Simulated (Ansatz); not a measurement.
The cluster ZrTe2. Total charge 0; singlet. Geometry PBE-D4/def2-TZVP; atoms count from 1.

Cartesian coordinates in Å:
```
Zr 0.544 -0.121 1.463
Te 0.773 0.885 -1.053
Te -1.317 -0.764 -0.409
```

In the def2 sets Te, Zr take a core potential; there is no spin–orbit coupling. The restricted singlet is unstable towards broken spin symmetry in Hartree–Fock (as tested in another run); at PBE0-D4/def2-TZVP this wasn't settled. No other spin state of charge 0 was run. Another isomer (singlet) lies 1.52 eV lower at PBE0-D4/def2-TZVP; other spin states weren't run for this one.

Q: Estimate the Mulliken populations from the PBE0/def2-TZVP orbitals of Ansatz.

A: 
| atom | charge (e) | d electrons |
| --- | --- | --- |
| Zr1 | 0.36 | 2.27 |
| Te2 | -0.18 | – |
| Te3 | -0.18 | – |
Mulliken values and Mayer orders depend strongly on the basis.

Q: And the Mayer bond orders between bonded heavy atoms (over 0.3)?

A: Zr1–Te2 1.33 (2.72 Å); Zr1–Te3 1.34 (2.72 Å); Te2–Te3 1.06 (2.74 Å).
